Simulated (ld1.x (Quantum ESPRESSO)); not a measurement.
## An all-electron radial function and its pseudo partner (gallium)

Columns: radius, all-electron u(r) and pseudo u(r) of the 4p shell (level -5.82 eV) of gallium in the configuration [Ar] 3d10 4s2 4p0.5; LDA (PZ), scalar-relativistic, PAW scheme, ld1.x (Quantum ESPRESSO) 7.5.

| r (bohr) | all-electron | pseudo |
| --- | --- | --- |
| 0.120 | 0.1389 | 0.0056 |
| 0.240 | -0.0099 | 0.0222 |
| 0.360 | -0.1753 | 0.0488 |
| 0.480 | -0.2341 | 0.0843 |
| 0.600 | -0.2037 | 0.1269 |
| 0.720 | -0.1239 | 0.1747 |
| 0.840 | -0.0240 | 0.2256 |
| 0.960 | 0.0791 | 0.2776 |
| 1.080 | 0.1766 | 0.3288 |
| 1.200 | 0.2643 | 0.3775 |
| 1.320 | 0.3407 | 0.4224 |
| 1.440 | 0.4056 | 0.4627 |
| 1.560 | 0.4594 | 0.4978 |
| 1.680 | 0.5030 | 0.5274 |
| 1.800 | 0.5375 | 0.5518 |
| 1.920 | 0.5637 | 0.5711 |
| 2.040 | 0.5827 | 0.5858 |
| 2.160 | 0.5953 | 0.5961 |
| 2.280 | 0.6023 | 0.6024 |
| 2.400 | 0.6046 | 0.6046 |
| 2.520 | 0.6027 | 0.6027 |
| 2.640 | 0.5973 | 0.5973 |
| 2.760 | 0.5890 | 0.5890 |
| 2.880 | 0.5782 | 0.5782 |
| 3.000 | 0.5654 | 0.5654 |
| 3.120 | 0.5509 | 0.5509 |

(1) How many radial nodes do the two functions have?

(2) At about which radius was the pseudo-wave matched?

(3) Is the pseudo-wave norm-conserving?

Answers

(1) The all-electron 4p function has n − l − 1 = 2; the pseudo-wave has 0, since the states of the same l below it are removed with the core.

(2) 2.40 bohr, where the columns begin to agree (steps of 0.12 bohr).

(3) No, it belongs to a PAW set: the norm inside the radius is not constrained, and the difference is carried by the augmentation charge.
